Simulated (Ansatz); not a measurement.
Consider the formal hydrolysis of a Ga–F bond: `[OH][Ga]([F])[F]` + H₂O → `[OH][Ga]([OH])[F]` + H–F.

Isolated molecules relaxed with PBE0-D4/def2-TZVP in Ansatz; ΔE leaves out vibrations. CCSD(T)/CBS adds triple-zeta CCSD(T) − MP2 to the extrapolated MP2 energy (def2 sets, frozen cores). This one scheme is used for every species. DFT in def2-TZVPP. For Ga outer-core shells are correlated without core-valence functions, which leaves a few kJ/mol of doubt a bond. Scalar relativity is left out up to krypton. Each species was taken in one conformer, which may not be the lowest.

Task: Is it downhill or uphill in electronic energy at CCSD(T)/CBS, and by how much? (Estimate.)

Result: Ansatz gave: Uphill: ΔE = +16.3 kJ/mol.

Task: What do these levels give: CAM-B3LYP-D4, r2SCAN0, LC-ωPBE, RPA@PBE/def2-TZVPP, CCSD(T)/def2-SVP, CCSD/def2-TZVPP? (Best estimate.)

Result: The calculation gave: CAM-B3LYP-D4 22.3, r2SCAN0 21.9, LC-ωPBE 23.1, RPA@PBE/def2-TZVPP 18.4, CCSD(T)/def2-SVP 25.9, CCSD/def2-TZVPP 19.6 kJ/mol.

Largest T1 diagnostic among the species: 0.015.

Leaving LDA and LC-ωPBE aside and taking each functional with its dispersion term where it has one, the values, not all of them listed here, spread over 6.9 kJ/mol, from PBE-QIDH to B97M-V. LDA lies −6.8 kJ/mol from PBE without D4. At CCSD(T), def2-SVP lies +9.7 kJ/mol from the extrapolated value and def2-TZVPP +2.2 kJ/mol. In def2-TZVPP, CCSD(T) changes the Hartree–Fock value by −10.5 kJ/mol (the triples alone add −1.2 kJ/mol) and MP2 by −12.2 kJ/mol.
